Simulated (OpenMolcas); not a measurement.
# Ni²⁺: effect of the active space

```
Program             : OpenMolcas
Method              : CASSCF or its RAS form
Basis               : ANO-RCC-VTZP
Scalar Hamiltonian  : DKH2, point nucleus
Spin-orbit coupling : RASSI with atomic mean-field integrals over the reference wave functions, term energies averaged over their components
```

A. 8 electrons in 5 orbitals (3d); 2S+1 = 3 even, 10 roots; 2S+1 = 1 even, 15 roots; cost of the order of 4 core-seconds
B. 8 electrons in 6 orbitals (3d 4s); 2S+1 = 5 even, 10 roots; 2S+1 = 3 even, 55 roots; 2S+1 = 1 even, 50 roots; cost roughly 80 core-seconds
C. 8 electrons in 9 orbitals (RAS2 3d 4s; RAS3 4p, at most 2 electrons); 2S+1 = 3 even, 55 roots; 2S+1 = 5 even, 10 roots kept (CI in the orbitals of an earlier block); 2S+1 = 1 even, 50 roots kept (CI in the orbitals of an earlier block); 2S+1 = 3 odd, 54 roots; 2S+1 = 5 odd, 30 roots kept (CI in the orbitals of an earlier block); 2S+1 = 1 odd, 27 roots kept (CI in the orbitals of an earlier block, 20 in the spin-orbit step); cost roughly 8 core-minutes
D. 8 electrons in 10 orbitals (3d 4d); 2S+1 = 3 even, 10 roots; 2S+1 = 1 even, 15 roots; cost about 4 core-minutes

Energies in cm⁻¹ above 3d⁸ ³F₄, the measured ground level; measured values from Corliss and Sugar, J. Phys. Chem. Ref. Data 10, 197 (1981).

```json
{"Level": "3d⁸ ³F₄", "A": "0.0", "B": "0.0", "C": "0.0", "D": "0.0", "Measured": "0.0"}
{"Level": "3d⁸ ³F₃", "A": "1344", "B": "1446", "C": "1446", "D": "1334", "Measured": "1361"}
{"Level": "3d⁸ ³F₂", "A": "2270", "B": "2408", "C": "2439", "D": "2249", "Measured": "2270"}
{"Level": "3d⁸ ¹D₂", "A": "17184", "B": "13739", "C": "18039", "D": "16854", "Measured": "14032"}
{"Level": "3d⁸ ³P₂", "A": "20793", "B": "21780", "C": "21840", "D": "19850", "Measured": "16662"}
{"Level": "3d⁸ ³P₁", "A": "21181", "B": "22360", "C": "22249", "D": "20162", "Measured": "16978"}
{"Level": "3d⁸ ³P₀", "A": "21451", "B": "22642", "C": "22537", "D": "20429", "Measured": "17231"}
{"Level": "3d⁸ ¹G₄", "A": "26632", "B": "23454", "C": "28182", "D": "25843", "Measured": "23109"}
{"Level": "3d⁸ ¹S₀", "A": "64189", "B": "62895", "C": "67151", "D": "61549", "Measured": "52532"}
```

Deviations, from unrounded energies. A percentage is the sum of absolute deviations over the sum of measured energies, with the sign that they share, or ± where signs differ.

```csv
Against measurement,Levels,A,B,C,D
mean absolute deviation (cm-1),8,3900,3400,5000,3000
fine structure of the ground term (%),2,±0.5,+6.2,+7.0,-1.3
other terms of the ground configuration (%),6,+22.0,±19.1,+28.1,+17.2
```

D lies closest to measurement on these levels and C furthest from it. The largest miss of D in the table is 3d⁸ ¹S₀, by +9000 cm-1. The ranking rests on the paired levels alone, and a cruder setting can come out closer through cancelling errors.

Among A to D the level of the table that moves most is 3d⁸ ¹S₀, by 5600 cm-1 (lowest in D, highest in C).

Without dynamic correlation excited terms often stand tens of per cent too high (terms of higher spin than the ground term too low), and those without a measured partner can miss by more than the paired ones. Some levels mix across a computed gap that differs much from the measured one, so their mixing is not that of the real levels (holds for A; C). Some high roots are left out of the spin-orbit mixing, which shifts the levels that they would mix with (holds for C). Terms from blocks run as CI alone lack orbitals of their own (holds for C). Active for correlation alone: 4d; no level in the range computed is led by a configuration that fills it, so any true level of that kind is missing (holds for D). Measured partners are found by configuration, term and J. A level has none where our copy of the source lacks it or the pairing is in doubt (some pairs that miss far off the trend of their configuration count as doubtful), and it then counts in no deviation. Only configurations of the active space appear. The table leaves out levels that lie high or whose names do not pair safely across all columns.
